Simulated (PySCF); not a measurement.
## How the method changes the constants of BeHg

State: ¹Σ⁺ (singlet), closed shell. Set-up: PySCF, scalar-relativistic core potentials, basis sets Be cc-pVDZ, Hg cc-pVDZ-PP with ECP60. De refers to Be + Hg in their ground configurations, without counterpoise correction. A positive dipole means Be(−)Hg(+). Levels whose curve was spin-contaminated or gave no clean fit are not listed.

| Level | Re (Å) | ωe (cm⁻¹) | De (eV) | μ (D) | CPU s a point (SCF and correlation, without the integrals) |
| --- | --- | --- | --- | --- | --- |
| PBE | 2.798 | 151 | 0.150 | 0.28 | 0.31 |
| PBEsol | 2.692 | 185 | 0.240 | 0.25 | 0.22 |
| PW91 | 2.788 | 153 | 0.163 | 0.25 | 0.23 |
| r²SCAN | 2.771 | 158 | 0.152 | 0.23 | 0.37 |
| PBE0 | 2.946 | 116 | 0.093 | 0.22 | 0.68 |
| MN15 | 2.991 | 95.9 | 0.128 | -0.18 | 0.41 |

**Question.** What does a quarter of exact exchange do here, going from PBE to PBE0?

**Answer.** PBE0 less PBE: +14.8 pm in Re, -23.2 % in ωe, -0.06 eV in De. Exact exchange removes part of the self-interaction that spreads semilocal densities, and in most molecules shortens and stiffens the bond and lowers De; here Re and ωe go the other way.

**Question.** What does the step from GGA to meta-GGA do here, going from PBE to r²SCAN?

**Answer.** r²SCAN less PBE: -2.7 pm in Re, +4.6 % in ωe, +0.00 eV in De. 

Closed-shell solutions of metal pairs were not tested for spin polarisation, which can lower them a little. The bond is weak. Basis-set superposition, not corrected here, can be much of De in a small basis, most of all at correlated wavefunction levels. Functionals without a dispersion term scatter widely for such bonds, and LDA overbinds them. Spin–orbit coupling is left out.

The whole job (state search and all levels along the bond) took about 1.2 min on 1 thread of Intel Xeon 6975P-C (shared host), peak memory 0.7 GiB.
